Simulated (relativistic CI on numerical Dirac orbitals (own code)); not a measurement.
# Ni4+: 3s photoemission

Computed with this model: Dirac-Coulomb-Breit CI, separate exchange-only KLI orbitals for each configuration, model QED (radiative potential, 1s self-energy scaled to tabulated hydrogen-like ionisation energies), multiplet model of photoemission in the sudden approximation, unscaled Slater integrals; configurations [Ar] 3d6 → [Ne] 3s 3p6 3d6; 300 K; Lorentzian 2.1 eV and Gaussian 0.6 eV FWHM. Energies are those of the free ion, without screening or charge transfer. The energies are binding energies and can lie tens of eV above those of solids. Without intra-shell correlation the exchange splitting of an s hole comes out too large, often by half or more. S is read from ⟨S²⟩ = S(S + 1).

Field parameters in Wybourne normalisation: Oh B⁴₀ = 21Dq, B⁴₄ = √(5/14) B⁴₀. The field is a parameter set, without covalency.

Computed curve for Oh, 10Dq = 31400 cm⁻¹, scaled to 100 at the maximum (points under 2 are left out and the grid is thinned):

```json
{"Energy (eV)": "187.4", "Intensity": "2.0"}
{"Energy (eV)": "187.6", "Intensity": "2.2"}
{"Energy (eV)": "188.0", "Intensity": "2.4"}
{"Energy (eV)": "188.2", "Intensity": "2.5"}
{"Energy (eV)": "188.4", "Intensity": "2.7"}
{"Energy (eV)": "188.8", "Intensity": "3.1"}
{"Energy (eV)": "189.0", "Intensity": "3.3"}
{"Energy (eV)": "189.2", "Intensity": "3.5"}
{"Energy (eV)": "189.6", "Intensity": "4.0"}
{"Energy (eV)": "189.8", "Intensity": "4.3"}
{"Energy (eV)": "190.0", "Intensity": "4.7"}
{"Energy (eV)": "190.4", "Intensity": "5.5"}
{"Energy (eV)": "190.6", "Intensity": "5.9"}
{"Energy (eV)": "190.8", "Intensity": "6.5"}
{"Energy (eV)": "191.2", "Intensity": "7.9"}
{"Energy (eV)": "191.4", "Intensity": "8.7"}
{"Energy (eV)": "191.6", "Intensity": "9.7"}
{"Energy (eV)": "192.0", "Intensity": "12.2"}
{"Energy (eV)": "192.2", "Intensity": "13.8"}
{"Energy (eV)": "192.4", "Intensity": "15.8"}
{"Energy (eV)": "192.8", "Intensity": "21.1"}
{"Energy (eV)": "193.0", "Intensity": "24.6"}
{"Energy (eV)": "193.2", "Intensity": "28.9"}
{"Energy (eV)": "193.6", "Intensity": "40.2"}
{"Energy (eV)": "193.8", "Intensity": "47.5"}
{"Energy (eV)": "194.0", "Intensity": "55.9"}
{"Energy (eV)": "194.4", "Intensity": "75.6"}
{"Energy (eV)": "194.6", "Intensity": "85.8"}
{"Energy (eV)": "194.8", "Intensity": "94.4"}
{"Energy (eV)": "195.2", "Intensity": "100.0"}
{"Energy (eV)": "195.4", "Intensity": "95.1"}
{"Energy (eV)": "195.8", "Intensity": "75.1"}
{"Energy (eV)": "196.0", "Intensity": "63.7"}
{"Energy (eV)": "196.2", "Intensity": "53.3"}
{"Energy (eV)": "196.6", "Intensity": "37.0"}
{"Energy (eV)": "196.8", "Intensity": "31.0"}
{"Energy (eV)": "197.0", "Intensity": "26.2"}
{"Energy (eV)": "197.4", "Intensity": "19.2"}
{"Energy (eV)": "197.6", "Intensity": "16.7"}
{"Energy (eV)": "197.8", "Intensity": "14.6"}
{"Energy (eV)": "198.2", "Intensity": "11.4"}
{"Energy (eV)": "198.4", "Intensity": "10.2"}
{"Energy (eV)": "198.6", "Intensity": "9.1"}
{"Energy (eV)": "199.0", "Intensity": "7.5"}
{"Energy (eV)": "199.2", "Intensity": "6.8"}
{"Energy (eV)": "199.4", "Intensity": "6.2"}
{"Energy (eV)": "199.8", "Intensity": "5.2"}
{"Energy (eV)": "200.0", "Intensity": "4.8"}
{"Energy (eV)": "200.2", "Intensity": "4.5"}
{"Energy (eV)": "200.6", "Intensity": "3.9"}
{"Energy (eV)": "200.8", "Intensity": "3.6"}
{"Energy (eV)": "201.0", "Intensity": "3.4"}
{"Energy (eV)": "201.4", "Intensity": "3.0"}
{"Energy (eV)": "201.6", "Intensity": "2.9"}
{"Energy (eV)": "201.8", "Intensity": "2.8"}
{"Energy (eV)": "202.2", "Intensity": "2.5"}
{"Energy (eV)": "202.4", "Intensity": "2.4"}
{"Energy (eV)": "202.6", "Intensity": "2.3"}
{"Energy (eV)": "203.0", "Intensity": "2.1"}
{"Energy (eV)": "203.2", "Intensity": "2.0"}
```

The ground state has S = 0.03, and the centroid lies at 195.07 eV.
